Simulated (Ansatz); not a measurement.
`O=[CH][GeH3]` + `C[SiH2]O` → `C[SiH2][O][GeH3]` + `C=O`  (ligand exchange at a Ge–C bond)

Program: Ansatz. Geometries: PBE0-D4/def2-TZVP. ΔE: electronic, gas phase. CCSD(T)/CBS is the MP2 limit (def2-TZVPP, def2-QZVPP) plus CCSD(T) − MP2 in def2-TZVPP, frozen cores. This one scheme is used for every species. Functionals use def2-TZVPP. B3LYP here is the variant with VWN-RPA as its local correlation; programs differ in this. For Ge outer-core shells are correlated without core-valence functions, which leaves a few kJ/mol of doubt a bond. Scalar relativity is left out up to krypton. Each species was taken in one conformer, which may not be the lowest.

`O=[CH][GeH3]`:

Z-matrix (Å, degrees):
```
Ge
C 1 2.006
H 1 1.538 2 108.4
H 1 1.538 2 108.5 3 117.7
H 1 1.531 2 109.1 3 -121.1
O 2 1.199 1 123.0 3 121.0
H 2 1.116 1 117.1 3 -59.0
```

`C[SiH2]O`:

```xyz
9

C     0.634   -0.429    0.889
Si   -0.596    0.416   -0.226
O    -0.038    0.590   -1.771
H     0.245   -0.482    1.910
H     1.580    0.119    0.913
H     0.839   -1.450    0.558
H    -0.862    1.799    0.242
H    -1.870   -0.361   -0.217
H     0.068   -0.202   -2.298
```

`C[SiH2][O][GeH3]`:

Cartesian coordinates in Å:
```
C -0.103 -1.891 1.211
Si 0.648 -0.529 0.195
O -0.529 0.531 -0.225
Ge -0.550 2.036 -1.163
H -0.561 -1.490 2.118
H 0.663 -2.613 1.505
H -0.872 -2.420 0.643
H 1.289 -1.089 -1.032
H 1.712 0.174 0.971
H -2.008 2.509 -1.150
H -0.069 1.730 -2.592
H 0.380 3.053 -0.481
```

`C=O`:

Cartesian coordinates in Å:
```
C -0.002 -0.001 -0.005
O 0.381 0.235 1.103
H 0.001 -1.028 -0.422
H -0.381 0.795 -0.677
```

(1) Is it downhill or uphill in electronic energy at CCSD(T)/CBS, and by how much? (Estimate.)

(2) What do these levels give: CAM-B3LYP-D4, B3LYP, RPA@PBE/def2-TZVPP, CCSD/def2-SVP, MP2/def2-TZVPP, CCSD/def2-TZVPP? (Estimate.)

(3) What do rigid-rotor, harmonic-oscillator terms from PBE0-D4/def2-TZVP frequencies (298.15 K, 1 bar) make of the CCSD(T)/CBS value? (Estimate.)

Largest T1 diagnostic among the species: 0.015.

Results:

(1) The calculation gave: Downhill: ΔE = -62.3 kJ/mol.

(2) The calculation gave: CAM-B3LYP-D4 -64.0, B3LYP -56.6, RPA@PBE/def2-TZVPP -68.0, CCSD/def2-SVP -78.4, MP2/def2-TZVPP -68.3, CCSD/def2-TZVPP -67.6 kJ/mol.

(3) Ansatz gave: ΔZPE = +0.7 kJ/mol, ΔH = -60.7 kJ/mol, ΔS = 0 J/(mol·K), ΔG = -60.8 kJ/mol. Modes under 50 cm⁻¹ make the entropy rough.

At CCSD(T), def2-SVP lies −14.6 kJ/mol from the extrapolated value and def2-TZVPP −3.1 kJ/mol. In def2-TZVPP, CCSD(T) changes the Hartree–Fock value by +17.7 kJ/mol (the triples alone add +2.1 kJ/mol) and MP2 by +14.8 kJ/mol.
